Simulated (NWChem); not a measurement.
A series in which one site is exchanged, each optimised at PBE0/def2-SVP with NWChem, gas phase unless a solvent is named. This build's default masses of Se (78.918 u) and Br (79.917 u) are each other's, which moves their modes by up to 0.6 %. For some, no frequency run checked for a minimum. def2 effective core potentials on I; no spin-orbit coupling.

A: Cl[Se][SiH3] (SiH3SeCl; site = Cl)
B: [Se](I)[SiH3] (SiH$_{3}$SeI; site = I)
C: [SiH3][Se]Br (SiH$_{3}$SeBr; site = Br)
D: F[Se][SiH3] (SiH₃SeF; site = F)

**Question.** Rank them by dipole (D), PBE0/def2-SVP, lowest first.

**Answer.** B (1.23), C (1.57), A (1.80), D (2.18)
